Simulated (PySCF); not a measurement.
C3H2F3, SMILES C=C(F)[C](F)F (connectivity only; charge and spin as stated), charge +1, multiplicity 1.

Geometry optimised at PBE0-D3(BJ)/def2-SVP. The multiplicity is an assumed one; no other spin state was optimised. The isomer is the one that the SMILES or the coordinates give; other isomers of the formula were not compared. The values are those of a single conformer.

Two levels are set side by side: TDDFT-PBE/def2-SVPD (PySCF) and TDDFT-M06-2X/def2-SVPD (PySCF). Vertical, same geometry. The lowest singlet is HOMO→LUMO 98 % with PBE and HOMO→LUMO 101 % with the other functional; states are paired by order. Differences are taken from unrounded values.

| quantity | TDDFT-M06-2X |
|---|---|
| lowest singlet excitation (eV) | 4.98 |
| lowest triplet excitation (TDA) (eV) | 2.46 |
| first bright state (f over 0.05) (eV) | 4.98 |
| its oscillator strength | 0.28 |

Problem. What does TDDFT-PBE give, and how far is it from TDDFT-M06-2X? (An estimate is asked for; the answer gives what the named calculation found.)

Solution. 
```json
[
 {"quantity": "lowest singlet excitation (eV)", "TDDFT-PBE": "4.42", "TDDFT-PBE minus TDDFT-M06-2X": "-0.56"},
 {"quantity": "lowest triplet excitation (TDA) (eV)", "TDDFT-PBE": "2.28", "TDDFT-PBE minus TDDFT-M06-2X": "-0.18"},
 {"quantity": "first bright state (f over 0.05) (eV)", "TDDFT-PBE": "4.42", "TDDFT-PBE minus TDDFT-M06-2X": "-0.56"},
 {"quantity": "its oscillator strength", "TDDFT-PBE": "0.16", "TDDFT-PBE minus TDDFT-M06-2X": "-0.12"}
]
```

Functionals without exact exchange tend to place singlet excitations lower, as here. Differences between two approximate levels are no errors against the true value.

Rough cost on one machine, each run with all the roots and properties that it gave: TDDFT-M06-2X against TDDFT-PBE about 10 times.
